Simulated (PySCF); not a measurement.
Level of theory: PBE-D3(BJ)/def2-TZVP // M06-2X/def2-TZVP (PySCF). All species are isolated molecules in the gas phase. One relaxed conformer stands for a flexible species; it need not be the lowest. 

Reference species (SMILES): `B` (neutral, multiplicity 1).

The LUMO comes out as -3.04 eV.

Changed species: `BC=O` (X = formyl; the reference has X = H).

Predict the effect on the LUMO.

the LUMO stays essentially unchanged.
